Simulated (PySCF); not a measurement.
## Absolute configuration from chiroptical data

Method used: TDDFT B3LYP/aug-cc-pVDZ circular dichroism and optical rotation, one conformer, gas phase (PySCF 2.14.0). Geometry: GFN2-xTB.

States above about 7.1 eV (minus the energy of the highest occupied orbital) lie near or above the ionisation threshold and depend on the basis.

Values for one enantiomer of C$_{6}$H$_{7}$N, R in 10⁻⁴⁰ esu² cm² (velocity form):
```
λ (nm)      f      R
   253  0.001  +21.7
   213  0.001   -2.8
   202  0.005  +15.4
   199  0.025  -24.9
   197  0.002   -6.2
   194  0.009   +7.5
   192  0.015   +7.1
   188  0.016   -2.4
   185  0.007   +2.3
   184  0.004   -0.7
   183  0.023   -0.5
   180  0.055  +12.9
   177  0.022  +18.3
   175  0.005  -10.7
   174  0.011   +6.3
   173  0.004   +2.9
```

[α] at 589.3 nm: +725 deg dm⁻¹ (g/mL)⁻¹ (origin-invariant length gauge).

Problem. Which structure gives these signs?
A. C#C[C@H]1N=C[C@@H]1C
B. C#C[C@@H]1N=C[C@H]1C

Solution. A. Its CIP labels in SMILES order are S, R; the other enantiomer gives every sign reversed.

Geometry of C#C[C@H]1N=C[C@@H]1C as run:
```xyz
14

C     3.030   -0.378    0.201
C     1.922   -0.399   -0.253
C     0.562   -0.439   -0.723
N    -0.117   -1.756   -0.565
C    -1.012   -1.250    0.191
C    -0.524    0.165    0.229
C    -1.430    1.244   -0.334
H     4.012   -0.351    0.567
H     0.500   -0.089   -1.756
H    -1.856   -1.752    0.632
H    -0.116    0.462    1.198
H    -2.257    1.431    0.349
H    -1.839    0.939   -1.295
H    -0.876    2.171   -0.468
```
